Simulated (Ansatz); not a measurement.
Born–Oppenheimer molecular dynamics of Cl₂H₂Sn (5 atoms, charge 0, multiplicity 1). It starts at the highest image of a converged band. Of that band: Neighbouring images differ by up to 1.3 eV, so the band resolves the path poorly. A vibrational analysis at the climbing image gives one clearly imaginary mode, 1016i cm⁻¹: a first-order saddle point.

The calculation used RKS PBE0-D4/def2-SVP in Ansatz.

* ensemble: NVE (velocity Verlet)
* time step: 0.5 fs
* steps asked: 200
* starting velocities drawn for: 100 K
* seed: 3791

First frame:

```xyz
5
Properties=species:S:1:pos:R:3
Sn 0.277 0.077 -0.422
Cl 1.275 -0.022 2.012
H 1.879 -0.084 0.348
H -0.892 1.338 -0.288
Cl -1.062 -1.856 -0.605
```

**Question.** How far do the bonds stretch over the last three quarters of this one trajectory? (Pairs bonded in most of those frames.)

**Answer.** 
| bond | mean (Å) | spread (Å) | shortest | longest |
| --- | --- | --- | --- | --- |
| Sn1–H4 | 1.789 | 0.017 | 1.76 | 1.82 |
| Sn1–Cl5 | 2.425 | 0.038 | 2.36 | 2.47 |
| Cl2–H3 | 1.330 | 0.104 | 1.16 | 1.48 |

Mean temperature of the second half: 1602 K. The conserved energy stayed within 0.93 meV per atom of its start (net change 0.25 meV per atom), so the integration is sound. The kinetic energy rose, since the run started high on the potential surface and went downhill. It ends in pieces (ClH + ClHSn), so much of that is their flight and rotation, not heat. A run of 0.1 ps of so small a system gives no equilibrium averages. The orbitals stay closed-shell, which can raise the energy where a bond breaks towards radicals; this wasn't checked here.

Run time: 7.3 min on 1 thread of Arm Neoverse V2 (shared host), peak memory 0.15 GiB.
